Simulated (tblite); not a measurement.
C5H4ClO2 (doublet state).
SMILES: `Cc1coc([O])c1Cl`

Calculated harmonic vibrations of the isolated species, GFN2-xTB (tblite), most abundant isotopes, no scaling. The method is semi-empirical: single wavenumbers can be off by several per cent or more. Open shells enter through the occupations alone, without spin polarisation, and single modes of such species can be off by tens of per cent.

Harmonic wavenumbers (cm⁻¹): 45.6, 130.1, 164.4, 248.2, 264.0, 324.6, 459.0, 524.9, 537.3, 644.2, 672.5, 724.4, 729.1, 904.1, 992.5, 1035.5, 1061.9, 1109.1, 1156.4, 1251.5, 1356.6, 1398.9, 1459.3, 1467.5, 1557.2, 1725.2, 3023.0, 3034.9, 3065.4, 3150.9.

A = 2145, B = 1970, C = 1033 MHz; mass 130.990 u (most abundant isotopes); point group Cs, symmetry number 1; spin multiplicity 2.

Problem. What is the zero-point energy?

Solution. Half the sum of the wavenumbers: 17109 cm⁻¹ = 204.67 kJ/mol.

Problem. Give the ideal-gas entropy at 400 K and 1 bar in the rigid-rotor, harmonic-oscillator model (classical rotation).

Solution. Translation 175.76, rotation 123.70, vibration 108.47, spin (R ln 2) 5.76: S = 413.7 J/(mol K).

Problem. And Cp and H(400 K) − H(0)?

Solution. Cp = 146.41 J/(mol K), of which vibrations give 113.15 (their classical limit is 30 R = 249.4); H(400 K) − H(0) = 36.27 kJ/mol without the zero-point energy, 22.97 from vibrations.

Problem. What must be added to the electronic energy to get the Gibbs energy at 400 K and 1 bar?

Solution. ZPE + [H(400 K) − H(0)] − T·S = 204.67 + 36.27 − 165.48 = 75.46 kJ/mol.

Problem. How do the functions run with temperature in this model?

Solution. 
| T (K) | S (J/(mol K)) | Cp (J/(mol K)) | H − H(0) (kJ/mol) | G − H(0) (kJ/mol) | ln q(vib) |
| --- | --- | --- | --- | --- | --- |
| 150 | 308.7 | 76.7 | 8.07 | -38.23 | 1.86 |
| 250 | 354.8 | 106.2 | 17.22 | -71.47 | 3.55 |
| 298.15 | 374.7 | 119.9 | 22.67 | -89.03 | 4.38 |
| 600 | 481.0 | 185.3 | 69.72 | -218.87 | 9.54 |
| 900 | 563.3 | 219.8 | 130.99 | -376.00 | 14.29 |

q(vib) and H(0) count from the zero-point level.

Hindered rotation and anharmonicity are outside this model.
